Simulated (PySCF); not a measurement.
**Trend along the chalcogens: MY molecules**

MP2 with triple-zeta basis sets in PySCF, for the lowest determinant that a PBE0 search found; no spin–orbit coupling. De refers to high-spin ground-configuration atoms.

```csv
M,basis,"reference, frozen orbitals",state (unpaired electrons),Re (Å),ωe (cm⁻¹),De (eV)
O,def2-TZVPP,"UHF, 1",doublet (σ ↑),1.808,859,n/a
S,x2c-TZVPPall,"UHF, 19",doublet (σ ↑),2.276,505,n/a
Se,x2c-TZVPPall,"UHF, 23",doublet (σ ↑),2.398,354,n/a
```

The shortest bond is that of YO (1.808 Å), the longest that of YSe (2.398 Å).

The rows differ in basis set, which adds steps of its own.

Down a group the atoms grow and get heavier, so bonds lengthen and wavenumbers fall; this series shows no clear exception.

Correlated steps freeze the inner cores (1 to 23 orbitals); shallow outer-core shells are correlated. These are scalar-relativistic numbers at best; spin–orbit coupling would shift them, the dissociation energy most. With d or f electrons several states lie close, and the lowest PBE0 determinant need not be the measured ground state.
